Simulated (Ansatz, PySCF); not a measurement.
CH10FNSi3, SMILES [SiH2](C[SiH2]F)N[SiH3].

The structure is a stationary point at r2SCAN-D4/def2-SVP. The structure was generated by enumeration, and PubChem lists no compound with its InChIKey, so it may never have been made. The values are those of a single conformer.

Vertical ionisation energy (IE) and electron affinity (EA) in eV. Rows of orbital energies are one-electron estimates. Where ΔSCF, EOM or ADC give a negative EA the extra electron is unbound and the value depends on the basis.

```
level                                                                        IE     EA
------------------------------------------------------------------------  -----  -----
−ε(HOMO), −ε(LUMO), HF/def2-TZVP (PySCF)                                  10.65  -2.87
−ε(HOMO), −ε(LUMO), PBE/def2-TZVP (PySCF)                                  6.16   0.96
ΔSCF, CAM-B3LYP/def2-SVPD (Ansatz), final states of multiplicity 2 and 2      ?      ?
ΔSCF, PBE/def2-SVPD (Ansatz), final states of multiplicity 2 and 2         8.86  -0.81
```

Problem. Complete the blanks. (Estimate from the structure and the level; the computed values follow.)

Solution. 
- ΔSCF, CAM-B3LYP/def2-SVPD (Ansatz, a program for electronic structure), final states of multiplicity 2 and 2, IE: 9.43
- ΔSCF, CAM-B3LYP/def2-SVPD (Ansatz), final states of multiplicity 2 and 2, EA: -1.31

Problem. What vertical singlet–triplet gap does ΔSCF give with CAM-B3LYP/def2-SVPD (Ansatz) and with PBE/def2-SVPD (Ansatz)? (An estimate is asked for; the answer gives what the named calculation found.)

Solution. 5.98 and 5.21 eV (triplet above singlet where positive).
